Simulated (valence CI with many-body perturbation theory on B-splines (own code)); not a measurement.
Values are calculated unless marked as measured or tabulated.
## Mo¹¹⁺: input, log and results

Level of theory: valence CI with perturbative core correlation (CI+MBPT): three valence electrons over a frozen Dirac-Fock core [Ar] 3d10, radial functions for each j: 5 s, 5 p, 3 d, 2 f, with the one-electron correlation potential Σ1 (screened to all orders), the two-electron term Σ2, the three-electron term Σ3, Breit, model QED; selected single and double excitations, second order for the rest, scaled by the run's own slope (own B-spline code, finite nucleus).

Command, and the settings that its task file holds:

```sh
python run_cv.py task.json out
```

```
atom Mo  Z=42  mass_number=98  rms_radius_fm=4.4091
core [Ar] 3d10
valence 4s2 4p1
avg = 1
basis = S
breit = 1
cap = 10000
capref = 1200
cscale = 1
de = 0.0
dress = 0
eps = 2e-08
extrap = 1
h = 0.27
hh = 1
l2 = 3
lcore = 6
maxit = 60
n2 = 5
natural = 0
nlev = 21
nno = [2, 2, 1, 1, 0]
nroot = 26
nsp = [3, 3, 2, 1, 0]
pt2 = 1
qed = 1
rpa = 1
s1 = 1
s2 = 1
s3 = 1
screen = 1
tol = 2e-05
whole = 1
```

It took 26 s on 1 thread of Arm Neoverse V1, on a shared host.

Log. The first blocks belong to the next ion, which gives the ionisation energy. Fields: 2J, parity (1 odd), roots, reference size, generating configurations, candidates as configurations/state functions, variational space P, stored matrix elements, Davidson steps; e2 is the range of second-order energies in hartree. The first line gives the box (bohr), its intervals, the orbitals and the steps of their self-consistent field. Window is the range of levels sought, series limit the energy at which the first omitted orbital would enter, core excitation an estimate of the first excitation out of the core, left out the lowest levels not solved, and shifts from estimates the range by which levels moved from their first estimate, all in cm⁻¹.

```
rmax 9.6 intervals 62 orbitals 25 references ['4s2 4p', '4s 4p2', '4s2 4d', '4p3', '4s 4p 4d'] scf 5 t 1.3
2J=0 par=0 roots 2 ref 15 generators 6 cand 48/48 P 63/63 nnz 0 it 0
   second order: generators 13 cand 0/0 e2 -0.00000 -0.00000
reference levels 342, estimated 56, window 616944 1/cm; series limit 1188244, core excitation 1808741
2J=1 par=1 roots 5 ref 37 generators 12 cand 35/52 P 593/839 nnz 0 it 0
2J=1 par=1 roots 5 ref 37 generators 19 cand 62/92 P 655/931 nnz 0 it 0
   second order: generators 41 cand 361/501 e2 -0.00000 -0.00000
2J=3 par=1 roots 9 ref 57 generators 20 cand 65/126 P 657/1273 nnz 0 it 0
2J=3 par=1 roots 9 ref 57 generators 26 cand 69/147 P 726/1420 nnz 0 it 4
   second order: generators 54 cand 530/998 e2 -0.00000 -0.00000
2J=1 par=0 roots 4 ref 30 generators 15 cand 40/58 P 495/707 nnz 0 it 0
2J=1 par=0 roots 4 ref 30 generators 24 cand 83/120 P 578/827 nnz 0 it 0
   second order: generators 44 cand 510/714 e2 -0.00000 -0.00000
2J=3 par=0 roots 5 ref 41 generators 13 cand 64/120 P 532/1046 nnz 0 it 0
2J=3 par=0 roots 5 ref 41 generators 24 cand 97/196 P 629/1242 nnz 0 it 0
   second order: generators 45 cand 566/1098 e2 -0.00000 -0.00000
2J=5 par=0 roots 4 ref 36 generators 14 cand 69/146 P 508/1042 nnz 0 it 0
2J=5 par=0 roots 4 ref 36 generators 18 cand 93/202 P 601/1244 nnz 0 it 0
   second order: generators 35 cand 592/1282 e2 -0.00000 -0.00000
2J=5 par=1 roots 6 ref 50 generators 12 cand 62/133 P 598/1262 nnz 0 it 0
2J=5 par=1 roots 6 ref 50 generators 23 cand 49/106 P 647/1368 nnz 0 it 4
   second order: generators 39 cand 555/1140 e2 -0.00000 -0.00000
2J=7 par=1 roots 3 ref 36 generators 8 cand 64/144 P 522/1070 nnz 0 it 0
2J=7 par=1 roots 3 ref 36 generators 21 cand 43/88 P 565/1158 nnz 0 it 0
   second order: generators 29 cand 459/924 e2 -0.00000 -0.00000
2J=9 par=1 roots 1 ref 19 generators 2 cand 80/158 P 224/383 nnz 0 it 0
2J=9 par=1 roots 1 ref 19 generators 5 cand 81/158 P 305/541 nnz 0 it 0
   second order: generators 13 cand 377/705 e2 -0.00000 -0.00000
left out: unestimated 893289, estimated 698219, shifts from estimates -2 to 0
operators 2.0
```

The Davidson iterations converged. The settings are bad on purpose, so the numbers may not be properties of the ion.

No measured spectrum was set against this ion. As an estimate, levels hold to about 250 cm⁻¹ or 0.2 % of their energy and the worst to 1 %, as in measured heavy ions of charge 2 to 7; those with d or f electrons hold less well.

| Item | Value |
| --- | --- |
| Valence energy | -29.86002 hartree |
| Ionisation energy | 230.87 eV (NIST: 230.28 ± 0.06 eV (semi-empirical)) |
| Reference configurations for the orbitals | 4s2 4p, 4s 4p2, 4s2 4d, 4p3, 4s 4p 4d |
| Radial orbitals | 25 |
| Box radius | 9.551 bohr |
| Largest variational space | 1420 |
| Lowest levels | 4s2.4p 2P°_1/2 0, 4s2.4p 2P°_3/2 28446, 4s.4p2 4P_1/2 196920, 4s.4p2 4P_3/2 210620, 4s.4p2 4P_5/2 223370, 4s.4p2 2D_3/2 262490, 4s.4p2 2D_5/2 269150, 4s.4p2 2P_1/2 298150, 4s.4p2 2S_1/2 326660, 4s.4p2 2P_3/2 332980, 4s2.4d 2D_3/2 425080, 4s2.4d 2D_5/2 429370, 4p3 4S°_3/2 [a] 493310, 4p3 4S°_3/2 [b] 507170 cm⁻¹ |

Names give the largest LS component (configuration and term), which can be under half, so a name can repeat, a term be missing and a line seem to break the LS rules; names also repeat where a configuration has a term twice. Letters in brackets count levels of one name in rising energy.
